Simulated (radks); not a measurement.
Values are calculated unless marked as measured or tabulated.
Q: Er, 68 electrons, occupied as [Xe] 4f12 6s2. Level of theory: scalar-relativistic Kohn-Sham, PBE, spin-polarised, spherical densities, point nucleus; open shells are filled with parallel spins first (spin-orbit coupling, left out, can overturn this in heavy ions); hard spherical wall at 10 bohr (a radial shooting solver on a logarithmic mesh with Libxc functionals). Some entries of the table are withheld. Estimate them.

| orbital | occ. | eigenvalue (eV) | <1/r> (bohr^-1) | r(max) (bohr) |
|---|---|---|---|---|
| 1s up | 1 | -57376.90 | 77.58 | 0.01286 |
| 1s down | 1 | -57376.90 | 77.58 | 0.01286 |
| 2s up | 1 | -9638.834 | 18.06 | 0.07323 |
| 2s down | 1 | -9638.814 | 18.06 | 0.07323 |
| 2p up | 3 | -8524.338 | 16.67 | 0.05956 |
| 2p down | 3 | -8524.323 | 16.67 | 0.05956 |
| 3s up | 1 | -2159.944 | 6.658 | 0.2072 |
| 3s down | 1 | -2159.094 | 6.660 | 0.2071 |
| 3p up | 3 | -1820.988 | 6.219 | 0.2039 |
| 3p down | 3 | -1820.139 | 6.221 | 0.2038 |
| 3d up | 5 | -1396.941 | 5.895 | 0.1664 |
| 3d down | 5 | -1396.294 | 5.896 | 0.1664 |
| 4s up | 1 | -426.6984 | 2.811 | 0.4738 |
| 4s down | 1 | -424.9015 | 2.811 | 0.4738 |
| 4p up | 3 | -315.2384 | 2.572 | 0.4954 |
| 4p down | 3 | -313.4692 | 2.571 | 0.4953 |
| 4d up | 5 | -166.0183 | 2.271 | 0.5118 |
| 4d down | 5 | -164.2782 | 2.269 | 0.5118 |
| 5s up | 1 | -52.1220 | 1.060 | 1.111 |
| 5s down | 1 | -51.2742 | 1.054 | 1.115 |
| 5p up | 3 | -26.5272 | 0.8749 | 1.274 |
| 5p down | 3 | -25.9308 | 0.8681 | 1.280 |
| 6s up | 1 | -3.7397 | 0.3163 | 3.362 |
| 4f up | 7 | -3.7042 | 1.651 | (1) |
| 6s down | 1 | -3.6899 | 0.3141 | 3.389 |
| 4f down | 5 | -2.1957 | 1.630 | (2) |
| 5d up | 0 | (3) | 0.4104 | 2.080 |
| 6p up | 0 | -0.7898 | 0.2413 | (4) |
| 6p down | 0 | -0.7699 | 0.2404 | (5) |
| 5d down | 0 | (6) | 0.3995 | 2.135 |
| 7s up | 0 | 2.4552 | 0.2218 | 7.028 |
| 7s down | 0 | 2.4865 | 0.2220 | 7.042 |

A: 
(1) 4f up r(max) (bohr): 0.5089
(2) 4f down r(max) (bohr): 0.5099
(3) 5d up eigenvalue (eV): -0.8003
(4) 6p up r(max) (bohr): 4.527
(5) 6p down r(max) (bohr): 4.552
(6) 5d down eigenvalue (eV): -0.6891
